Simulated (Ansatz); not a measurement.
Computed with Ansatz on PBE0-D4/def2-TZVP structures; ΔE is electronic, products minus reactants. CCSD(T)/CBS is the MP2 limit (def2-TZVPP, def2-QZVPP) plus CCSD(T) − MP2 in def2-TZVPP, frozen cores. Functionals use def2-TZVPP. B3LYP here is the variant with VWN-RPA as its local correlation; programs differ in this. For Ge outer-core shells are correlated without core-valence functions, which leaves a few kJ/mol of doubt a bond. Scalar relativity is left out up to krypton. One conformer a species, not always the lowest.

`F[Si](F)(S)[GeH3]` + `N[SiH](F)Cl` → `F[SiH](Cl)[NH][GeH3]` + `F[SiH](F)S`  (cleavage of the Ge–Si bond)

`F[Si](F)(S)[GeH3]`:

Z-matrix (Å, degrees):
```
Si
F 1 1.591
S 1 2.117 2 110.6
F 1 1.589 2 106.9 3 113.4
Ge 1 2.373 2 108.5 3 -126.8
H 3 1.345 1 92.3 2 -65.8
H 5 1.537 1 108.4 2 68.9
H 5 1.535 1 110.8 2 -51.1
H 5 1.534 1 109.3 2 -172.3
```

`N[SiH](F)Cl`:

Z-matrix (Å, degrees):
```
Si
F 1 1.593
Cl 1 2.039 2 105.8
N 1 1.685 2 114.5 3 -118.7
H 1 1.471 2 106.2 3 118.7
H 4 1.006 1 122.2 2 81.4
H 4 1.006 1 121.7 2 -76.3
```

`F[SiH](Cl)[NH][GeH3]`:

```xyz
10

F     0.690   -2.062   -1.352
Si   -0.153   -0.710   -1.330
Cl   -1.859   -1.113   -2.379
N    -0.557   -0.195    0.224
Ge    0.450    0.880    1.342
H     0.664    0.303   -2.018
H    -1.385   -0.595    0.643
H     1.613    1.400    0.489
H     0.968    0.060    2.535
H    -0.432    2.032    1.846
```

`F[SiH](F)S`:

Cartesian coordinates in Å:
```
F 0.845 -1.119 -0.963
Si 0.221 0.224 -0.397
F -1.133 0.425 -1.196
S -0.124 0.093 1.675
H 1.130 1.347 -0.669
H -0.940 -0.970 1.550
```

```tsv
level	ΔE (kJ/mol)
PBE0-D4	11.1
r2SCAN	7.4
B3LYP	3.6
HF/def2-TZVPP	-19.7
SCS-MP2/def2-TZVPP	-15.8
CCSD/def2-TZVPP	-8.8
MP2/def2-QZVPP	-8.9
HF/CBS(def2)	-20.6
```

Question: What does CCSD(T)/CBS give? (Estimate.)

Answer: Ansatz gave: -2.3 kJ/mol. The listed levels differ from it by 13.4, 9.7, 5.9, -17.4, -13.5, -6.5, -6.6, -18.3 kJ/mol.

Largest T1 diagnostic among the species: 0.012.

From PBE to PBE0 (25 % exact exchange), in def2-TZVPP and without D4, ΔE moves by −6.2 kJ/mol. In def2-TZVPP, CCSD(T) changes the Hartree–Fock value by +11.9 kJ/mol (the triples alone add +1.1 kJ/mol) and MP2 by +7.9 kJ/mol.

CCSD(T)/CBS has its own doubt, a few kJ/mol and more with outer-core shells, so smaller differences from it don't rank the levels.
